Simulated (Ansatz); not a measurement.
A run for Ansatz (a first-principles code): R-PBE/def2-TZVPP on BFH4N2 (SMILES NB(N)F), a point of a torsion scan.

Ansatz 0.2 input:
```yaml
crystal:
  periodic: [false, false, false]
  atoms:
    - {symbol: N, position_ang: [1.01555624, -0.54726027, 0.10544317]}
    - {symbol: B, position_ang: [0.15211240, 0.44824145, 0.69504311]}
    - {symbol: N, position_ang: [0.51240094, 1.78124232, 0.90552716]}
    - {symbol: F, position_ang: [-1.14921098, 0.16017224, 0.85417671]}
    - {symbol: H, position_ang: [1.45966244, -1.21263302, 0.71805945]}
    - {symbol: H, position_ang: [1.76622339, -0.12371078, -0.42657425]}
    - {symbol: H, position_ang: [-0.16382122, 2.47211701, 1.17942285]}
    - {symbol: H, position_ang: [1.43544759, 2.15300443, 0.77756457]}
basis:
  gaussian:
    orbitals: def2-TZVPP
hamiltonian:
  xc: {name: PBE}
scf: {lower_state_search: off}
```

### Question
What total energy does the run end on?

### Answer
-236.5744 hartree.
